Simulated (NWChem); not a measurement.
System: BHSeCl$_{2}$; SMILES ClB(Cl)[SeH]

```xyz
5

B      0.0050    -0.5104     0.0000
Cl     1.5633    -1.3094     0.0000
Cl    -1.4597    -1.4698     0.0000
Se    -0.0092     1.4194     0.0000
H     -1.4744     1.5402     0.0000
```
Atoms are numbered in this order, from 1.

All runs: NWChem. The geometry was optimised at PBE0/def2-SVP. Ions are spin-unrestricted doublets at the neutral geometry; other ion states weren't tried. Functional: LC-ωPBE (HJS hole) with def2-SVP; rows give the range parameter ω in 1/bohr.

For range parameter (1/bohr) 0.30:

| Item | Value |
|---|---|
| −ε(HOMO) (eV) | 9.86 |

**Question.** Estimate the same quantities for range parameter (1/bohr) 0.20.

**Answer.** 
* **−ε(HOMO) (eV)**: 9.09
